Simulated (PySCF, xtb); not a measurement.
W(OH)(H)5 (H₆OW), SMILES [OH][WH5], multiplicity 1.

Harmonic wavenumbers (cm⁻¹) from GFN2-xTB in xtb at its own minimum, in rising order: 340, 340, 397, 454, 454, 526, 761, 761, 761, 1071, 1072, 1122, 1197, 1385, 1386, 1446, 1464, 3532.

Q: What does PBE0-D3(BJ)/def2-TZVP (PySCF) give at its own minimum? (Estimate from the structure and the level; the computed values follow.)

A: 256, 347, 434, 551, 655, 714, 773, 862, 895, 1019, 1039, 1076, 1995, 1998, 2051, 2153, 2162, 3908. Paired by order, the mean absolute difference is 269 cm⁻¹ and the zero-point energies are 26.4 and 32.7 kcal/mol.
